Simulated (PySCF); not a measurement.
C2H5F, SMILES CCF (connectivity only; charge and spin as stated), charge +1, multiplicity 2. Atoms are numbered in the order given.

```xyz
8

C     -0.1780     1.1981     0.0000
C      0.4278    -0.1139     0.0000
F     -0.3289    -1.1700     0.0000
H      0.5668     1.9924     0.0000
H     -0.8655     1.3057    -0.8627
H     -0.8655     1.3057     0.8627
H      1.3126    -0.2895     0.7383
H      1.3126    -0.2895    -0.7383
```
Charge +1, spin multiplicity 2.

Geometry optimised at PBE0-D3(BJ)/def2-TZVP. The spin state was assumed, not searched.

Computed with TDA-PBE/def2-SVPD run with PySCF 2.14.0.

Vertical excitations. Isolated molecule, no solvent.

Computed UV-visible absorptions:
```tsv
state	energy (eV)	λ (nm)	f	main pairs
root 1	2.11	586	0.000	β HOMO→LUMO 99 %
root 2	2.72	456	0.000	β HOMO−2→LUMO 99 %
root 3	3.67	338	0.113	β HOMO−1→LUMO 96 %
root 4	5.06	245	0.004	β HOMO−3→LUMO 99 %
root 5	6.42	193	0.052	β HOMO−4→LUMO 94 %
root 6	6.99	177	0.003	β HOMO−5→LUMO 99 %
root 7	9.11	136	0.005	α HOMO→LUMO 85 %, β HOMO−6→LUMO 13 %
root 8	9.43	131	0.044	α HOMO→LUMO 14 %, β HOMO−6→LUMO 76 %
root 9	9.76	127	0.107	α HOMO→LUMO+1 88 %, β HOMO→LUMO+1 7 %
root 10	10.14	122	0.002	α HOMO→LUMO+2 94 %
```
Unrestricted roots are not spin-pure.
